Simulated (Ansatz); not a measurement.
C2H, doublet (typed; the unrestricted solution is spin-contaminated), at a GFN2-xTB geometry; CCSD(T)/6-311G** run with Ansatz (an electronic-structure program).

Here is a job for Ansatz.
Ansatz 0.2 input:
```yaml
crystal:
  periodic: [false, false, false]
  atoms:
    - {symbol: C, position_ang: [-0.00000000, -0.00000000, -0.46866096]}
    - {symbol: C, position_ang: [0.00000000, 0.00000000, 0.72327087]}
    - {symbol: H, position_ang: [-0.00000000, -0.00000000, -1.52765945]}
basis:
  gaussian:
    orbitals: 6-311G__.json
magnetization: {spin_polarized: true, initial_magnetization: 1}
correlation: {method: ccsd_t}
```
The basis file holds 6-311G** in the JSON format of the Basis Set Exchange.

Output, abridged:

```
Functional definition: HF
342 factors; integrals over basis functions are off by at most 4.8e-4 eV
mean field evaluation 1: about -2070.6255 eV, gradient 1.4e1 eV
mean field evaluation 2: about -2070.6587 eV, gradient 1.4e1 eV
mean field evaluation 4: about -2072.2634 eV, gradient 3.3e0 eV
mean field evaluation 8: about -2072.5999 eV, gradient 7.6e-1 eV
mean field evaluation 16: about -2072.6600 eV, gradient 1.0e-6 eV
mean field evaluation 32: about -2072.0707 eV, gradient 2.8e-3 eV
mean field evaluation 64: about -2072.0718 eV, gradient 1.2e-2 eV
mean field evaluation 96: about -2072.0707 eV, gradient 7.3e-3 eV
mean field evaluation 128: about -2072.6600 eV, gradient 8.1e-3 eV
mean field evaluation 160: about -2072.0854 eV, gradient 1.2e-4 eV
mean field -2072.65997678 eV, -76.1688492474 hartree, gradient 1.0e-6 eV, S^2 1.089770; 6 other end points of the search recorded, 0 dependent functions left out
determinant -2072.65997678 eV, -76.1688492474 hartree, with singles and doubles -2079.26696191 eV, -76.4116514725 hartree
determinant -2072.10158901 eV, -76.1483288751 hartree, with singles and doubles -2078.61683688 eV, -76.3877598183 hartree
determinant -2072.08540688 eV, -76.1477341929 hartree, with singles and doubles -2078.96171567 eV, -76.4004338799 hartree
determinant -2072.07070954 eV, -76.1471940756 hartree, with singles and doubles -2078.46436728 eV, -76.3821566638 hartree
determinant -2072.65997678 eV, -76.1688492474 hartree, with singles and doubles -2079.27205612 eV, -76.4118386812 hartree
determinant -2072.08540688 eV, -76.1477341929 hartree, with singles and doubles -2079.24601196 eV, -76.4108815761 hartree
2 core orbitals not correlated
reference -2072.65997678 eV, -76.1688492474 hartree; 5, 4 occupied and 35, 36 virtual orbitals, 342 factors
second order -5.69984725 eV of doubles, -0.00000000 eV of singles
cycle   1  -6.61208209 eV  change   -2.8e-6 eV  update   1.5e-6
perturbative correction -0.31096746 eV, -0.0114278434 hartree
Total energy: -2079.58302633 eV, -76.4232666257 hartree
```
